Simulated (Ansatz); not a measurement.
Basis-set extrapolation for `B[C](C)([AlH2])[SiH3]` (PBE0-D4/def2-TZVP geometry, frozen core, Ansatz). Multiplicity 1, RHF reference.

|  | def2-TZVPP | def2-QZVPP |
| --- | --- | --- |
| HF | -637.117148 | -637.138491 |
| MP2 correlation | -0.676291 | -0.719528 |
| CCSD(T) correlation | -0.773447 | not run |

Energies in hartree. Use E(X) = E(∞) + A·exp(−7.88·√X) for Hartree–Fock and E(X) = E(∞) + B·X^(−2.97) for correlation, with X = 3 and 4, and add CCSD(T) minus MP2 of the smaller set to the MP2 limit.

What is the CCSD(T) energy at the basis-set limit?

HF limit: -637.138491 + (-0.021343) × 0.13774 = -637.14143. MP2 limit: -0.719528 + (-0.043237) × 0.74074 = -0.75156. Higher-order term: -0.773447 − (-0.676291) = -0.09716. Total: -637.99015 hartree, 2.71 eV below CCSD(T)/def2-TZVPP.
